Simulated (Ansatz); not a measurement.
`C[SiH](F)[SiH2]O` + `BN` → `BN[SiH2]O` + `C[SiH2]F`  (cleavage of the Si–Si bond)

Program: Ansatz. Geometries: PBE0-D4/def2-TZVP. ΔE: electronic, gas phase. CBS: MP2 limit from def2 TZ/QZ plus the TZ coupled-cluster correction, frozen cores. This one scheme is used for every species. Functionals use def2-TZVPP. Each species was taken in one conformer, which may not be the lowest.

```tsv
level	ΔE (kJ/mol)	difference from CCSD(T)/CBS
revPBE-D4	-54.4	24.2
BLYP-D4	-64.8	13.8
r2SCAN-D4	-69.1	9.5
ωB97X-V	-72.3	6.3
BHLYP	-82.7	-4.1
RPA@PBE/def2-TZVPP	-79.4	-0.8
CCSD/def2-SVP	-78.2	0.4
SCS-MP2/def2-TZVPP	-88.2	-9.6
CCSD/def2-TZVPP	-81.5	-2.9
CCSD/CBS(def2)	-80.4	-1.8
CCSD(T)/CBS	-78.6	0
```

Largest T1 diagnostic among the species: 0.012.

Leaving LDA and LC-ωPBE aside and taking each functional with its dispersion term where it has one, the values, not all of them listed here, spread over 27.1 kJ/mol, from BHLYP-D4 to PBE-D4. LDA lies −5.3 kJ/mol from PBE without D4. From PBE to PBE0 (25 % exact exchange), in def2-TZVPP and without D4, ΔE moves by −8.6 kJ/mol.
